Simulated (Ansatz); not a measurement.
What each rung costs, and what it gives

Saddle point of BPH6O3, closed shell (BH₃O₃ ([OH][B]([OH])[OH]) + PH₃ → BPH₄O₂ ([OH][B]([OH])[PH2]) + H₂O; bonds formed: B1–P6, O2–H5; bonds broken: B1–O2, H5–P6), PBE0-D4/def2-TZVP structure:

```csv
atom,x (Å),y (Å),z (Å)
B1,-0.3033,0.0071,-0.4486
O2,0.8673,1.0026,-0.6883
O3,-0.0399,-1.1050,-1.2697
O4,-1.5617,0.6217,-0.4129
H5,1.2156,0.8131,0.5274
P6,0.3728,-0.1931,1.5435
H7,1.4933,0.6087,-1.3086
H8,-0.8073,-1.6756,-1.3373
H9,-1.7293,1.1363,-1.2070
H10,-0.4045,0.2127,2.6417
H11,0.8969,-1.4286,1.9598
```

Barriers are electronic and count from the start structure reached by relaxing down the imaginary mode.

Computed with Ansatz 0.2.0 (basis: as named in each row); correlated methods freeze the cores. B3LYP uses VWN-RPA correlation. Extrapolation: Hartree–Fock as exp(−7.88 √X), correlation as X^−2.97.

Times are rough, for one single point on 8 threads of a shared host (Arm Neoverse V1).

The estimate by CCSD(T) at an estimated basis limit (MP2 extrapolated from triple and quadruple zeta, plus CCSD(T) − MP2 in triple zeta) is 2.705 eV.

```
      method       basis  time (s)  barrier (eV)  method less estimate
          HF      STO-3G   under 1         3.333                 0.628
      PBE-D4      STO-3G   under 1         2.068                -0.637
       SPW92    def2-SVP   under 1         1.808                -0.897
    B3LYP-D4       6-31G   under 1         2.326                -0.379
      PBE-D4    def2-SVP   under 1         2.149                -0.556
     PBE0-D4    def2-SVP   under 1         2.360                -0.345
       SPW92  def2-TZVPP   under 1         1.957                -0.748
     BLYP-D4  def2-TZVPP         1         2.558                -0.147
      PBE-D4  def2-TZVPP         1         2.274                -0.431
    B3LYP-D4  def2-TZVPP         2         2.700                -0.005
    BHLYP-D4  def2-TZVPP         2         2.942                 0.237
     PBE0-D4  def2-TZVPP         2         2.471                -0.234
CAM-B3LYP-D4  def2-TZVPP         2         2.747                 0.042
     wB97M-V    def2-SVP         2         2.538                -0.167
   r2SCAN-D4  def2-TZVPP         3         2.464                -0.241
  r2SCAN0-D4  def2-TZVPP         3         2.598                -0.107
     CCSD(T)    def2-SVP         3         2.827                 0.122
      B2PLYP  def2-TZVPP         3         2.750                 0.045
    PBE-QIDH  def2-TZVPP         3         2.611                -0.094
  RPA on PBE  def2-TZVPP         4         2.719                 0.014
     wB97X-V  def2-TZVPP         4         2.659                -0.046
     wB97M-V  def2-TZVPP         5         2.681                -0.024
      B97M-V  def2-TZVPP         6         2.700                -0.005
         MP2  def2-QZVPP        18         2.618                -0.087
     CCSD(T)  def2-TZVPP       100         2.729                 0.024
```

All methods are single points on the PBE0-D4 structures.

No T1 diagnostic of these runs exceeds 0.013.

Labels in which every atom is bracketed show which atoms are joined, not bond orders.
